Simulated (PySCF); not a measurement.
Species: C6H5FO.
SMILES: `Oc1ccc(F)cc1`

Theory: TDDFT wB97X-D/def2-SVPD, vertical, gas phase, core orbitals frozen in the response in PySCF 2.14.0, density-fitted response routines. Geometry: GFN2-xTB, one conformer, isolated molecule. Torsions of this conformer, `[OH:1][c:2]1[cH:3][cH:4][c:5]([F:6])[cH:7][cH:8]1`: H–O1–C2–C3 0°.

Broadening: Gaussians 0.4 eV wide at half height, area fixed by f = 4.319×10⁻⁹ ∫ε dν̃. The cross-section is σ = 3.8235×10⁻²¹ ε cm², given in Mb (10⁻¹⁸ cm²). The width is an assumption, not a result. The curve ends short of the highest state used, and states not computed would add to its high-energy end.

```
E (eV)  σ (Mb)
  4.46    0.03
  4.55    0.15
  4.64    0.64
  4.73    2.06
  4.82    5.01
  4.91    9.17
  5.00   12.68
  5.09   13.25
  5.18   10.45
  5.27    6.23
  5.36    2.80
  5.45    0.97
  5.54    0.33
  5.63    0.43
  5.72    1.34
  5.81    3.46
  5.90    6.79
  5.99   10.08
  6.08   11.29
  6.17    9.56
  6.26    6.12
  6.35    2.98
  6.44    1.19
  6.53    0.95
  6.62    3.30
  6.71   12.38
  6.80   36.11
  6.89   80.85
  6.98  140.71
  7.07  194.44
```

Problem. Locate the maxima and give the states behind the curve.

Solution. 245 nm (5.06 eV), ε about 3500, made up of S1 (100%); 204 nm (6.07 eV), ε about 3000, made up of S2 (100%) (ε in L mol⁻¹ cm⁻¹; maxima over ε = 5, shares over 10%). At its high-energy end, 7.07 eV, the curve is still rising (ε about 51000, from S4 and S6). The states used: S1 5.06 eV (f 0.052); S2 6.07 eV (f 0.044); S3 6.37 eV (f 0.0001); S4 7.09 eV (f 0.600); S5 7.17 eV (f 0.0004); S6 7.31 eV (f 0.442); S7 7.36 eV (f 0.0017); S8 7.67 eV (f 0.0015).

Problem. On this curve, what absorbance would a 10⁻⁵ mol/L sample give at 266 nm over a 1 cm path?

Solution. 266 nm is 4.661 eV, where ε is about 230 L mol⁻¹ cm⁻¹, so A = ε c l ≈ 0.0023 (Beer–Lambert, with the gas-phase spectrum and the assumed width).

Problem. What would ε be at 5.06 eV, the highest of these maxima, with half the width (0.2 eV)?

Solution. About 7040 L mol⁻¹ cm⁻¹ against 3520, a factor of about 2.00; a lone state at its own centre would give exactly 2.

Problem. Coming from long wavelengths, where does ε first pass 100 L mol⁻¹ cm⁻¹?

Solution. At about 269 nm (4.61 eV), 0.45 eV below S1.
